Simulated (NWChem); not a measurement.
# boric acid (H3BO3); SMILES OB(O)O

```xyz
7

O     -0.9601     0.9994     0.0000
B     -0.0379     0.0018     0.0000
O      1.2931     0.3441     0.0000
O     -0.5147    -1.2776     0.0000
H     -0.5347     1.8615     0.0000
H      1.9080    -0.3925     0.0000
H      0.1585    -1.9602     0.0000
```
Atoms are numbered in this order, from 1.

Computed with NWChem. Pople sets run with spherical d functions. Structure relaxed at the PBE0/def2-SVP level. Atomic charges in e: unrestrained fits to the electrostatic potential beside Mulliken populations; buried atoms are poorly determined by the fit.

**Question.** What does the run give for Hartree-Fock/6-31G*? Quantities: ESP O1; Mulliken O1; ESP B2; Mulliken B2; ESP O3; Mulliken O3; ESP O4; Mulliken O4; relative RMS misfit of the potential (%).

**Answer.** 
```yaml
ESP O1: -0.74
Mulliken O1: -0.74
ESP B2: 1.01
Mulliken B2: 0.89
ESP O3: -0.82
Mulliken O3: -0.77
ESP O4: -0.73
Mulliken O4: -0.74
relative RMS misfit of the potential (%): 11
```
